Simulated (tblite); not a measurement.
C4H14BN3Si.
Atom-mapped SMILES: `[NH2:1][SiH2:2][NH:3][BH:4][N:5]1[CH2:6][CH2:7][CH2:8][CH2:9]1` (hydrogens: H10, H11 on N1; H12, H13 on Si2; H14 on N3; H15 on B4; H16, H17 on C6; H18, H19 on C7; H20, H21 on C8; H22, H23 on C9)

Computed with GFN2-xTB (tblite), gas phase: L-BFGS steps from a force-field or distance-geometry start until the largest atomic force falls under 0.01 eV/Å.

Step 44: E = -749.5114 eV
```
atom  x, y, z in Å  |  force x, y, z in eV/Å
N1      3.7944    0.7855    0.4804   -0.118   0.062   0.190
Si2     3.3931   -0.7499   -0.1660    0.041  -0.067  -0.027
N3      1.6848   -0.9791    0.0325   -0.169   0.043   0.019
B4      0.7497    0.0900    0.0161   -0.153   0.155  -0.145
N5     -0.6455    0.0360    0.1476    0.024   0.004   0.064
C6     -1.4568    1.2238    0.3411    0.068  -0.078  -0.072
C7     -2.7334    0.9307   -0.4476    0.025  -0.063   0.037
C8     -2.9595   -0.5504   -0.1309    0.082  -0.097   0.074
C9     -1.5560   -1.0911    0.2405    0.122   0.000   0.066
H10     4.7114    1.1558    0.3405    0.290   0.110  -0.050
H11     3.1102    1.5182    0.4441   -0.059   0.070  -0.026
H12     4.1192   -1.6681    0.7040   -0.007  -0.265   0.010
H13     3.8103   -0.8744   -1.5802   -0.138  -0.112   0.016
H14     1.3607   -1.9227    0.2062    0.047   0.240  -0.103
H15     1.1801    1.1748   -0.1569   -0.045  -0.063   0.052
H16    -0.9256    2.1093   -0.0054   -0.047   0.006   0.067
H17    -1.6993    1.3341    1.4168    0.039   0.069  -0.254
H18    -2.5709    1.0633   -1.5204    0.082   0.058   0.130
H19    -3.5567    1.5710   -0.1336   -0.029  -0.081  -0.042
H20    -3.6291   -0.6542    0.7237   -0.032  -0.031  -0.063
H21    -3.3797   -1.0994   -0.9726   -0.039   0.063   0.030
H22    -1.5672   -1.4732    1.2703   -0.018  -0.108   0.005
H23    -1.2392   -1.9028   -0.4213    0.034   0.086   0.021
```

Step 45: E = -749.5258 eV
```
atom  x, y, z in Å  |  force x, y, z in eV/Å
N1      3.7959    0.7789    0.4871    0.149   0.075   0.094
Si2     3.3884   -0.7515   -0.1757    0.011   0.046   0.058
N3      1.6787   -0.9625    0.0232   -0.097   0.029  -0.004
B4      0.7434    0.1024    0.0178   -0.074   0.154  -0.105
N5     -0.6480    0.0379    0.1511    0.021   0.023   0.085
C6     -1.4569    1.2250    0.3364   -0.004  -0.007  -0.065
C7     -2.7353    0.9303   -0.4476   -0.017  -0.193   0.073
C8     -2.9566   -0.5551   -0.1314    0.132  -0.158   0.088
C9     -1.5509   -1.0926    0.2461    0.091   0.021   0.007
H10     4.7168    1.1500    0.3355    0.107   0.002  -0.014
H11     3.1232    1.5211    0.4553   -0.133   0.069  -0.035
H12     4.0867   -1.6790    0.7033    0.038  -0.290   0.031
H13     3.8154   -0.8913   -1.5837   -0.139  -0.081   0.001
H14     1.3505   -1.9022    0.1929    0.013   0.110  -0.093
H15     1.1744    1.1873   -0.1291   -0.033   0.007   0.005
H16    -0.9262    2.1043   -0.0204   -0.015   0.064   0.032
H17    -1.6945    1.3558    1.4090    0.015   0.023  -0.194
H18    -2.5720    1.0598   -1.5218    0.034   0.075   0.175
H19    -3.5618    1.5640   -0.1252    0.007  -0.085  -0.094
H20    -3.6217   -0.6737    0.7266   -0.052   0.027  -0.140
H21    -3.3676   -1.1073   -0.9784   -0.039   0.105   0.098
H22    -1.5615   -1.4760    1.2774   -0.020  -0.086  -0.063
H23    -1.2254   -1.8985   -0.4197    0.004   0.071   0.059
```

Step 46: E = -749.5388 eV
```
atom  x, y, z in Å  |  force x, y, z in eV/Å
N1      3.8055    0.7705    0.4957    0.194   0.197  -0.009
Si2     3.3863   -0.7555   -0.1800   -0.014   0.103   0.149
N3      1.6725   -0.9479    0.0129   -0.068  -0.034  -0.005
B4      0.7391    0.1197    0.0230    0.068   0.083  -0.063
N5     -0.6498    0.0457    0.1492    0.018   0.031   0.098
C6     -1.4608    1.2293    0.3260   -0.063   0.059  -0.047
C7     -2.7434    0.9259   -0.4466   -0.028  -0.238   0.078
C8     -2.9523   -0.5641   -0.1308    0.139  -0.143   0.063
C9     -1.5425   -1.0904    0.2529    0.030   0.028  -0.034
H10     4.7283    1.1408    0.3237   -0.060  -0.068   0.023
H11     3.1354    1.5217    0.4678   -0.016  -0.088  -0.034
H12     4.0629   -1.6965    0.7058    0.029  -0.253   0.002
H13     3.8213   -0.9079   -1.5849   -0.143  -0.056   0.017
H14     1.3400   -1.8910    0.1640    0.018   0.174  -0.104
H15     1.1764    1.2061   -0.0863   -0.053   0.010  -0.036
H16    -0.9361    2.1079   -0.0384    0.007   0.084  -0.020
H17    -1.6914    1.3767    1.3945   -0.017  -0.003  -0.078
H18    -2.5845    1.0608   -1.5213   -0.006   0.052   0.188
H19    -3.5742    1.5517   -0.1160    0.043  -0.098  -0.115
H20    -3.6191   -0.6947    0.7247   -0.051   0.057  -0.161
H21    -3.3555   -1.1165   -0.9829   -0.018   0.112   0.135
H22    -1.5524   -1.4707    1.2872   -0.008  -0.053  -0.115
H23    -1.2106   -1.8944   -0.4114    0.001   0.044   0.069
```

Task: Estimate the geometry and energy of step 47. (The exact step hangs on the optimiser's Hessian estimate; all steps are aligned on step 46, rigid shifts and turns removed.)

Result: E = -749.5532 eV, largest force 0.320 eV/Å
```
atom  x, y, z in Å  |  force x, y, z in eV/Å
N1      3.8163    0.7674    0.5095    0.234   0.174  -0.132
Si2     3.3844   -0.7553   -0.1786   -0.015   0.115   0.215
N3      1.6658   -0.9318    0.0014    0.048  -0.053  -0.005
B4      0.7343    0.1355    0.0232    0.120   0.003   0.001
N5     -0.6517    0.0522    0.1505    0.055   0.031   0.088
C6     -1.4647    1.2327    0.3164   -0.081   0.109   0.007
C7     -2.7495    0.9179   -0.4440   -0.014  -0.180   0.057
C8     -2.9453   -0.5743   -0.1285    0.080  -0.063   0.022
C9     -1.5340   -1.0884    0.2592   -0.034   0.000  -0.056
H10     4.7388    1.1374    0.3148   -0.181  -0.118   0.061
H11     3.1460    1.5212    0.4743    0.036  -0.148  -0.023
H12     4.0417   -1.7198    0.7039    0.001  -0.170  -0.030
H13     3.8176   -0.9276   -1.5834   -0.136  -0.011   0.045
H14     1.3330   -1.8759    0.1399   -0.014   0.144  -0.099
H15     1.1718    1.2202   -0.0552   -0.024   0.094  -0.083
H16    -0.9427    2.1100   -0.0518    0.013   0.106  -0.090
H17    -1.6888    1.3950    1.3791   -0.058  -0.013   0.093
H18    -2.5893    1.0634   -1.5156   -0.053   0.001   0.119
H19    -3.5831    1.5388   -0.1113    0.044  -0.107  -0.102
H20    -3.6164   -0.7112    0.7210   -0.060   0.060  -0.119
H21    -3.3463   -1.1211   -0.9842    0.001   0.060   0.112
H22    -1.5452   -1.4705    1.2936    0.015  -0.023  -0.132
H23    -1.1978   -1.8883   -0.4053    0.022  -0.012   0.052
```

The energy changes by -0.0144 eV. The first-order estimate −F·Δx gives -0.0206 eV and the mean of the old and new forces, exact on a quadratic surface, -0.0144 eV. The step makes an angle of 71° with the force vector and moves no atom by more than 0.034 Å.

The cost below is that of the whole relaxation. On one thread of an Arm Neoverse V1, shared host with 32 logical CPUs at a one-minute load of 25, this took 1.9 s wall.
